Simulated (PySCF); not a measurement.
## Correlation energy of Re²⁺ (rhenium, charge +2)

[Xe] 4f14 5d4 6s1, 6s spin antiparallel (an excited configuration). All numbers are calculated (PySCF 2.14, a scalar-relativistic core potential, in aug-cc-pVDZ-PP with ECP60MDF (5s5p4d2f, 54 functions)). Frozen: 5s2 5p6; 5 electrons correlated.

MP2 pair energies summed by pair of shells (mhartree):

```
 pair  energy  share (%)
5d-6s  -31.07       57.5
5d-5d  -23.00       42.5
```

Total MP2 correlation energy: -54.07 mhartree.

Same-spin part -23.00 and opposite-spin part -31.07 mhartree; SCS-MP2 scales them by 1/3 and 6/5 to -44.95 mhartree.
